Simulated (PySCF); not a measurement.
# Excitation energy of Os⁺ by level of theory

Os⁺ [Xe] 4f14 5d6 6s1 (6D) → Os⁺ [Xe] 4f14 5d5 6s1 6p1 (8P), as a difference of total energies. Computed with PySCF 2.14 in aug-cc-pwCVDZ-PP with ECP60MDF, with scalar relativity through the core potential. Correlated levels: valence: 5s2 5p6 frozen; valence and next inner shell: nothing frozen outside the core potential. The calculations carry no spin-orbit coupling.

```json
{"method": "UHF", "excitation energy (eV)": "3.302"}
{"method": "LDA", "excitation energy (eV)": "5.297"}
{"method": "PBE", "excitation energy (eV)": "5.253"}
{"method": "PBE0", "excitation energy (eV)": "5.013"}
{"method": "r2SCAN", "excitation energy (eV)": "4.736"}
{"method": "LC-wPBE", "excitation energy (eV)": "4.752"}
{"method": "HSE06", "excitation energy (eV)": "5.033"}
{"method": "M06-L", "excitation energy (eV)": "5.614"}
{"method": "TPSSh", "excitation energy (eV)": "5.154"}
{"method": "MP2 (valence)", "excitation energy (eV)": "4.383"}
{"method": "SCS-MP2 (valence)", "excitation energy (eV)": "4.760"}
{"method": "MP2 (valence and next inner shell)", "excitation energy (eV)": "4.269"}
{"method": "SCS-MP2 (valence and next inner shell)", "excitation energy (eV)": "4.443"}
```

Problem. How much does correlation contribute at MP2 (valence and next inner shell)?

Solution. 4.269 − (3.302) = 0.967 eV, measured against UHF.
